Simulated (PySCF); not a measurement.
**Magnetic susceptibility: `InChI=1S/C7H5ClF/c8-6-2-1-3-7(9)5-4-6/h1-5H/q+1`, charge +1**

Geometry:
```
atom   x (Å)   y (Å)   z (Å)
  F1  -2.749  -1.013  -0.145
  C2  -1.520  -0.537  -0.080
  C3  -1.410   0.845  -0.048
  C4  -0.241   1.598   0.018
  C5   1.075   1.170   0.067
  C6   1.583  -0.137   0.066
 Cl7   3.275  -0.299   0.134
  C8   0.847  -1.340   0.013
  C9  -0.512  -1.517  -0.053
 H10  -2.351   1.384  -0.077
 H11  -0.384   2.672   0.031
 H12   1.824   1.952   0.116
 H13   1.446  -2.243   0.026
 H14  -0.882  -2.536  -0.089
```

Total charge +1.

Computed, not measured: GIAO PBE0/pcSseg-1 magnetisability, rotational g tensor and spin-rotation constants, non-relativistic, gas phase (PySCF). Geometry: GFN2-xTB.

For an ion the centre-of-mass motion in the field is neglected.

Question: What are the magnetisability and the molar susceptibility?

Answer: Isotropic -1249 × 10⁻³⁰ J/T², or -75.2 × 10⁻⁶ cm³/mol; principal values -1984, -921, -842 × 10⁻³⁰ J/T², anisotropy 1105 × 10⁻³⁰ J/T² (root of half the summed squared differences of the principal values). The susceptibility is in cgs units.

Question: Split it along the inertial axes a, b, c into diamagnetic and paramagnetic parts about the centre of mass, with the quadrupole moment.

Answer: 
| axis | χ (10⁻⁶ cm³/mol) | diamagnetic (10⁻⁶ cm³/mol) | paramagnetic (10⁻⁶ cm³/mol) | summed x² of all electrons (Å²) | quadrupole Θ (D Å) |
| --- | --- | --- | --- | --- | --- |
| a | -55.5 | -451.5 | 396.0 | 314.2 | +5.29 |
| b | -50.7 | -1384.0 | 1333.3 | 94.4 | +12.59 |
| c | -119.5 | -1733.8 | 1614.3 | 12.0 | -17.88 |

Anisotropies 2χaa − χbb − χcc = +59.3 and 2χbb − χaa − χcc = +73.5 × 10⁻⁶ cm³/mol. Θ is traceless in Buckingham's convention.

Question: And the rotational g tensor?

Answer: 
```
axis  rotational constant (GHz)        g  nuclear part  electronic part
   a                     3.3977  -0.0452        0.5869          -0.6321
   b                     0.8198  -0.0144        0.4991          -0.5135
   c                     0.6605  +0.0153        0.5162          -0.5009
```
Asymmetric top; isotopes 12C, 35Cl, 19F, 1H; no vibrational averaging.
